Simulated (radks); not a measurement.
Species: Au2.75+. Configuration: [Xe] 4f14 5d7.25 6s1 (fractional occupations, a model configuration). Calculated with a radial shooting solver on a logarithmic mesh with Libxc functionals: scalar-relativistic Kohn-Sham, LDA (Slater exchange, Perdew-Wang correlation), spin-unpolarised, spherical densities, finite nucleus; Fermi nuclear charge, rms radius 5.4371 fm.

Unscreened Slater integrals over Kohn-Sham orbitals (hartree).

integral      value
F0(6s,6s)   0.39809
F0(6s,5d)   0.46360
G2(6s,5d)   0.10961
F0(6s,5p)   0.48724
G1(6s,5p)  0.040548
F0(6s,4f)   0.52068
G3(6s,4f)  0.016487
F0(5d,5d)   0.63570
F2(5d,5d)   0.33222
F4(5d,5d)   0.22108
F0(5d,5p)   0.71807
F2(5d,5p)   0.35861
G1(5d,5p)   0.43309
G3(5d,5p)   0.26880
F0(5d,4f)   0.81971
F2(5d,4f)   0.19515
F4(5d,4f)  0.091395
G1(5d,4f)  0.062759
G3(5d,4f)  0.059981
G5(5d,4f)  0.048241
F0(5p,5p)   0.85049
F2(5p,5p)   0.45861
F0(5p,4f)    1.0476
F2(5p,4f)   0.32662
G2(5p,4f)   0.12306
G4(5p,4f)   0.10471
F0(4f,4f)    1.8364
F2(4f,4f)   0.91240
F4(4f,4f)   0.58105
F6(4f,4f)   0.42057

Derived for the open shells (J is the average intra-shell exchange parameter used in DFT+U). 5d: Racah B = F2/49 - 5 F4/441 = 0.004273 hartree, C = 35 F4/441 = 0.01755 hartree, C/B = 4.11, F4/F2 = 0.665, J = (F2 + F4)/14 = 0.03952 hartree.
